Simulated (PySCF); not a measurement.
HO3S, SMILES O=[S](=O)O, multiplicity 2. Geometry optimised at PBE-D3(BJ)/def2-SVP. The isomer is the one that the SMILES or the coordinates give; other isomers of the formula were not compared. One conformer was computed; it need not be the lowest.

These are PBE-D3(BJ)/def2-SVP (PySCF) values and carry that method's errors.

Harmonic wavenumbers (cm⁻¹): 252, 378, 380, 477, 684, 1026, 1041, 1220, 3623. Rotational constants (GHz): 8.667, 8.470, 4.575; symmetry number 1.

Problem. Work out the zero-point energy and the ideal-gas rigid-rotor harmonic-oscillator thermochemistry at 298.15 K and 1 atm.

Solution. ZPE = ½ Σ hcν = ½ × 9081 cm⁻¹ = 12.98 kcal/mol. H − E(el) = 16.35 kcal/mol. Entropy in cal/(mol K): translation 39.09, rotation 24.37, vibration 5.05, spin 1.38, total 69.89. G − E(el) = -4.49 kcal/mol. Cp = 15.78 cal/(mol K).
